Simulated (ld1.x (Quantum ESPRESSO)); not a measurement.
## lead: one change to a TM potential, before and after

- Element: Pb
- Generator: ld1.x (Quantum ESPRESSO) 7.5
- Type: norm-conserving Troullier–Martins (Kleinman–Bylander form)
- Functional: PBEsol
- Relativity: fully relativistic
- Frozen core: [Xe] 4f14
- Valence charge: 14
- Reference configuration: 5d10 6s2 6p2
- Partial waves: 6p (bound): rc 2.70 bohr; 5d (bound): rc 1.75 bohr; 6s (bound): rc 2.15 bohr
- Local potential: the s channel
- Core correction: Bessel-smoothed model core inside 1.30 bohr

Open shells are filled in proportion to 2j + 1 (rel_dist='average').

All-electron outer shells of the reference configuration (PBEsol, scalar-relativistic, ld1.x):

```tsv
shell	level (eV)	outermost node (bohr)	outermost maximum (bohr)
4f	-132.94	–	0.35
5p	-85.81	0.49	0.88
5d	-21.16	0.52	1.07
6s	-12.10	1.01	1.95
6p	-3.52	1.18	2.63
```

Change: scalar-relativistic.

Cutoffs: the cutoffs (Ry, on a coarse ladder) from which the occupation-weighted sum of valence levels, in a spherical-Bessel basis at the reference potential, stays within 10 and 1 mRy of its value at 400 Ry; they do not see the model core or the augmentation charge, which bear on the density cutoff. Errors are all-electron minus pseudo energies relative to the spin-unpolarised reference configuration.

Problem. How do hardness, ghosts and transferability respond?

Solution. The potential gets neither clearly harder nor softer (55 Ry and 90 Ry → 55 Ry and 90 Ry); the d channel sets the loose cutoff, while the largest relative change is in p, which becomes softer; of the 7 tests that both files solve, the error grows in 7 and shrinks in 0 by more than 15 % and 0.3 meV (median size 2.8 → 5.0 meV); neither file shows a bound ghost.

| quantity | base | changed |
| --- | --- | --- |
| cutoff, loose | 55 Ry | 55 Ry |
| cutoff, tight | 90 Ry | 90 Ry |
| loose cutoff by channel (10 mRy a level) | p 8 Ry, d 45 Ry, s 18 Ry | p 6 Ry, d 45 Ry, s 18 Ry |
| bound ghosts | none | none |
| error for 5d10 6s2 6p1, meV [ΔE 6.72 → 6.60 eV] | -0.2 | -3.3 |
| error for 5d10 6s2 6p0, meV [ΔE 20.33 → 20.04 eV] | -7.9 | -18 |
| error for 5d10 6s1 6p0, meV [ΔE 52.81 → 52.52 eV] | -28 | -48 |
| error for 5d10 6s2 6p1.5, meV [ΔE 2.56 → 2.50 eV] | 0.0 | -1.0 |
| error for 5d10 6s2 6p2.3, meV [ΔE -0.84 → -0.80 eV] | -0.1 | +0.4 |
| error for 5d10 6s0 6p0, meV [ΔE 95.51 → 95.24 eV] | -92 | -125 |
| error for 5d10 6s1 6p3, meV [ΔE 8.60 → 8.77 eV] | -2.8 | -5.0 |
| s: phases at 2.97 bohr within 0.05 rad from the reference energy up to (Ry; the scan ends near 5) | 1.7 | 1.7 |
